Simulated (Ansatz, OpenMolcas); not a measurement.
**From OpenMolcas to Ansatz**

OpenMolcas 26.06 runs this on GeSiH6 (SMILES [SiH3][GeH3]):

mol.input:
```
* GeH6Si Kohn-Sham DFT
&gateway
baslib = $CurrDir
coord
8
angstrom
Si      -0.516700       0.386500      -1.010200
Ge       0.529700      -0.393800       0.977400
H       -1.894900       0.857200      -0.710900
H       -0.590800      -0.708400      -2.013300
H        0.260800       1.514500      -1.587400
H        0.619100       0.733600       2.019400
H        1.954300      -0.890500       0.679100
H       -0.269300      -1.556200       1.590100
basis = cc-pVDZ
group = NoSym
&seward
gridinput
Grid=UltraFine
End of Grid
&scf
ksdft = PBE
thresholds = 1e-10 1e-07 1e-07 1e-05
prorbitals = 1 1
&alaska
```

```bash
$ export MOLCAS_MEM=1860
$ pymolcas mol.input > mol.log
```

(Basis files named in the input come from the Basis Set Exchange and aren't shown.)

The shape is that of a PBE0-D4/def2-TZVP optimisation.

It gives a total energy of -2369.564110 Eh.

Write the same calculation for Ansatz 0.2.0 as an input file of the program's own, asking for the energy.

For example:

input.yaml:
```yaml
crystal:
  periodic: [false, false, false]
  atoms:
    - {symbol: Si, position_ang: [-0.516700, 0.386500, -1.010200]}
    - {symbol: Ge, position_ang: [0.529700, -0.393800, 0.977400]}
    - {symbol: H, position_ang: [-1.894900, 0.857200, -0.710900]}
    - {symbol: H, position_ang: [-0.590800, -0.708400, -2.013300]}
    - {symbol: H, position_ang: [0.260800, 1.514500, -1.587400]}
    - {symbol: H, position_ang: [0.619100, 0.733600, 2.019400]}
    - {symbol: H, position_ang: [1.954300, -0.890500, 0.679100]}
    - {symbol: H, position_ang: [-0.269300, -1.556200, 1.590100]}
basis:
  gaussian: {orbitals: cc-pVDZ}
hamiltonian: {xc: {name: PBE}}
output: {orbitals: {seedname: orbitals}}
accuracy: high
```

```bash
$ ansatz run input.yaml --threads 1 --pin off --max-ram 3480MiB --events-out events.jsonl --progress --plain --runs-dir runs
```

Its energy is -2369.564112 Eh, 0.002 mEh from the first.
